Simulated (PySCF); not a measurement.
Predicted microwave data (PBE0/def2-SVPD in PySCF (dipole) on a GFN2-xTB geometry, gas phase) for one isomer of C3H5ClN2Si:

```
Rotational constants : A = 2230, B = 2034, C = 1077 MHz
Dipole components    : |μa| = 2.46 D, |μb| = 1.82 D, |μc| = 0.00 D
Inertial defect      : -5.97 u·Å²
κ                    : 0.66
```

Task: Which candidate fits, each taken in the one conformer that was computed?
A. `[SiH3]n1cncc1Cl`
B. `[Cl:1][SiH2:2][n:3]1[cH:4][cH:5][n:6][cH:7]1` with Cl1–Si2–N3–C4 48°

Result: A. It is [SiH3]n1cncc1Cl, an asymmetric top, point group Cs. The candidates at the same level (rigid rotor, commonest isotopes):

```tsv
SMILES	A (MHz)	B (MHz)	C (MHz)	μa (D)	μb (D)	μc (D)	Δ (u·Å²)	point group	rotor
Cl[SiH2]n1ccnc1	5041	1057	935.8	2.60	0.65	1.11	-38.27	C1	near-prolate asymmetric top
[SiH3]n1cncc1Cl	2230	2034	1077	2.46	1.82	0.00	-5.97	Cs	asymmetric top
```

`Cl[SiH2]n1ccnc1` has A 126 % too high. In the right answer the mirror of this Cs structure is the ab plane, so μc vanishes by symmetry. No structure here is proved a minimum.
